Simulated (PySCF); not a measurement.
## Bromine: a sound run and one with changed settings

Sound run: Br [Ar] 3d10 4s2 4p5, Br⁺ [Ar] 3d10 4s2 4p4. Calculation: PySCF 2.14, in x2c-TZVPall; the spin-free X2C one-electron Hamiltonian (Gaussian nucleus). In the sound run the correlated levels freeze [Ar] 3d10. The sound run starts from symmetry-adapted Hartree-Fock orbitals and uses a fine grid where one is needed.

A second run was set up differently.

```csv
species,method,sound run (hartree),changed run (hartree),converged
Br,MP2,-2604.54894,-2604.49632,yes
Br,CCSD(T),-2604.57259,-2604.50703,yes
Br⁺,MP2,-2604.12488,-2604.06835,yes
Br⁺,CCSD(T),-2604.14721,-2604.07714,yes
```

Ionisation energy of Br:

| method | sound run (eV) | changed run (eV) |
| --- | --- | --- |
| UHF | 10.722 | 10.722 |
| MP2 | 11.539 | 11.645 |
| SCS-MP2 | 11.537 | 11.706 |
| CCSD | 11.541 | 11.657 |
| CCSD(T) | 11.575 | 11.698 |

Question: What was changed?
A. all electrons correlated in a valence basis
B. basis contracted for another Hamiltonian
C. a valence shell is frozen
D. level shift left on

Answer: C. Freezing a valence shell removes pair correlation that changes on ionisation.
